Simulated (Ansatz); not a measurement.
Program: Ansatz. Geometries: PBE0-D4/def2-TZVP. ΔE: electronic, gas phase. CBS: MP2 limit from def2 TZ/QZ plus the TZ coupled-cluster correction, frozen cores. This one scheme is used for every species. Functionals use def2-TZVPP. Each species was taken in one conformer, which may not be the lowest.

`N[SiH2][SiH](N)O` + H–F → `N[SiH2][SiH](O)F` + NH₃  (ligand exchange at the Si–N bond)

```json
{"level": "PBE0-D4", "ΔE (kJ/mol)": "-84.4"}
{"level": "ωB97X-V", "ΔE (kJ/mol)": "-91.5"}
{"level": "PBE", "ΔE (kJ/mol)": "-90.1"}
{"level": "PBE0", "ΔE (kJ/mol)": "-88.1"}
{"level": "MP2/def2-TZVPP", "ΔE (kJ/mol)": "-85.2"}
{"level": "MP2/def2-QZVPP", "ΔE (kJ/mol)": "-84.7"}
{"level": "HF/CBS(def2)", "ΔE (kJ/mol)": "-103.0"}
{"level": "CCSD/CBS(def2)", "ΔE (kJ/mol)": "-88.1"}
```

Q: What does CCSD(T)/CBS give? (Estimate.)

A: Ansatz gave: -86.5 kJ/mol. The listed levels differ from it by 2.1, -5.0, -3.6, -1.6, 1.3, 1.8, -16.5, -1.6 kJ/mol.

Largest T1 diagnostic among the species: 0.012.

The D4 term adds +6.5 kJ/mol with B3LYP and +3.7 kJ/mol with PBE0; it sums over pairs of atoms, weighted by their polarisabilities, and B3LYP, whose exchange is more repulsive, gets the larger term. In def2-TZVPP, CCSD(T) changes the Hartree–Fock value by +13.7 kJ/mol (the triples alone add +1.6 kJ/mol) and MP2 by +16.6 kJ/mol.

B3LYP here is the variant with VWN-RPA as its local correlation; programs differ in this.
